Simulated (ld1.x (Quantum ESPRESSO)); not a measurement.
# Ranking TM semilocal potentials for Zr

All share these settings but for the change named:

zirconium (Zr), norm-conserving Troullier–Martins (semilocal form), made with ld1.x (Quantum ESPRESSO) 7.5 (PBE, scalar-relativistic). Core [Kr], reference 4d2 5s2 5p0. Waves: 5s (bound): rc 3.45 bohr; 5p (bound, empty): rc 3.45 bohr; 4d (bound): rc 2.20 bohr. Local part: the d channel. Core correction: a·sin(br)/r model core inside 1.40 bohr.

Test errors are all-electron minus pseudo excitation energies from the reference, over 4d2 5s1 5p0; 4d2 5s0 5p0; 4d1 5s0 5p0; 4d1 5s2 5p1; 4d2 5s1 5p1; 4d3 5s1 5p0; 4d2 5s1.5 5p0. None of these files shows a bound ghost.

The base gives 252.1 meV.

Of 10 variants that were run, those that failed, showed a ghost or another fault, or gave nearly equal values are left out.

A variant can come out equal or close to the base, since the largest error may sit in a test that the change hardly touches while other tests move.

(1) Rank these variants by their largest absolute test error, smallest first.
A. wave 5s (bound): rc 3.45 bohr becomes 5s (bound): rc 4.14 bohr
B. wave 5s (bound): rc 3.45 bohr becomes 5s (bound): rc 3.48 bohr
C. wave 5s (bound): rc 3.45 bohr becomes 5s (bound): rc 5.12 bohr
D. wave 5s (bound): rc 3.45 bohr becomes 5s (bound): rc 4.88 bohr
E. wave 5s (bound): rc 3.45 bohr becomes 5s (bound): rc 2.22 bohr

Answers

(1) B (252.1 meV), E (330.8 meV), A (419.7 meV), D (789.4 meV), C (931.5 meV).
